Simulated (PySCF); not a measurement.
Telling isomers of C₆H₈F₂Si apart by NMR

Theoretical values (PySCF 2.14.0 with density-fitted response routines): GFN2-xTB structure, NMR shieldings at PBE0/pcSseg-1/GIAO. Equivalent nuclei averaged, non-relativistic, isolated molecule, one computed conformer.

Chemical shifts δ = σref − σ; 1H (σref 31.72) and 13C (σref 186.93) against TMS, all at this level. Splittings of carbon signals by F and P are missing where no couplings were computed. Where no couplings were computed, multiplicities follow the n + 1 count of equivalent neighbours, and m marks all less simple cases (inequivalent or close neighbours, rings, F or P nearby). Shifts are as computed. Against solution values, carbons near 30 ppm lie about +3 ppm off and those near 130 ppm about +5 ppm. Of 1309 compounds with measured shifts, 239 miss one by over three times the rms of a fit or turn the order of signals round; such compounds aren't used in these exercises.

(1) Tabulate the signals of `C[C@@]1(F)C=CC(F)=C[SiH2]1`, `C#C[SiH2]/C(CF)=C(/C)F`, `FC1=CC[C@](F)([SiH3])C=C1`, `CC#C[C@@H]([SiH3])/C(F)=C\F` and their relative energies.

(2) What is the quickest way to tell C#C[SiH2]/C(CF)=C(/C)F from CC#C[C@@H]([SiH3])/C(F)=C\F?

(3) What is the quickest way to tell C[C@@]1(F)C=CC(F)=C[SiH2]1 from FC1=CC[C@](F)([SiH3])C=C1?

(4) What is the quickest way to tell FC1=CC[C@](F)([SiH3])C=C1 from CC#C[C@@H]([SiH3])/C(F)=C\F?

Answers

(1) 
```json
{"SMILES": "C[C@@]1(F)C=CC(F)=C[SiH2]1", "carbon types": "2×C 3×CH 1×CH3", "δC": "175.5, 153.8, 125.4, 93.4, 91.8, 28.8", "δH": "6.71 (m, 1H), 5.78 (m, 1H), 5.23 (m, 1H), 4.99 (m, 1H), 4.34 (m, 1H), 1.55 (m, 3H)", "E rel. (kcal/mol)": "0.0"}
{"SMILES": "C#C[SiH2]/C(CF)=C(/C)F", "carbon types": "3×C 1×CH 1×CH2 1×CH3", "δC": "183.6, 108.3, 104.2, 85.7, 82.7, 20.9", "δH": "5.41 (m, 2H), 4.93 (d, 2H), 2.28 (m, 3H), 1.84 (t, 1H)", "E rel. (kcal/mol)": "32.9"}
{"SMILES": "FC1=CC[C@](F)([SiH3])C=C1", "carbon types": "2×C 3×CH 1×CH2", "δC": "166.5, 134.4, 132.1, 109.9, 85.8, 36.4", "δH": "6.51 (m, 1H), 6.32 (m, 1H), 5.67 (m, 1H), 3.99 (m, 3H), 3.22 (m, 1H), 2.80 (m, 1H)", "E rel. (kcal/mol)": "10.7"}
{"SMILES": "CC#C[C@@H]([SiH3])/C(F)=C\\F", "carbon types": "3×C 2×CH 1×CH3", "δC": "163.9, 149.7, 88.1, 77.9, 19.0, 4.9", "δH": "7.47 (m, 1H), 4.08 (d, 3H), 3.02 (m, 1H), 2.05 (s, 3H)", "E rel. (kcal/mol)": "47.4"}
```

Energies are electronic energies at PBE0/pcSseg-1 on these geometries, without zero-point or thermal terms, each for the one conformer computed, which needn't be the lowest.

(2) Both give the same number of carbon signals, but DEPT or the intensities differ. The first has an allylic sp3 CH2 bonded to F at 82.7 ppm, the second an allylic sp3 CH bonded to Si at 19.0 ppm. Their most deshielded carbons lie at 183.6 and 163.9 ppm. In the proton spectra the most deshielded non-exchanging signals are 5.41 (m, 2H) and 7.47 (m, 1H).

(3) Both give the same number of carbon signals, but DEPT or the intensities differ. The first has a methyl carbon (CH3) at 28.8 ppm, the second an allylic sp3 CH2 at 36.4 ppm. Their most deshielded carbons lie at 175.5 and 166.5 ppm.

(4) Both give the same number of carbon signals, but DEPT or the intensities differ. The first has an allylic sp3 CH2 at 36.4 ppm, the second an allylic sp3 CH bonded to Si at 19.0 ppm. Their most deshielded carbons lie at 166.5 and 163.9 ppm. In the proton spectra the most deshielded non-exchanging signals are 6.51 (m, 1H) and 7.47 (m, 1H).
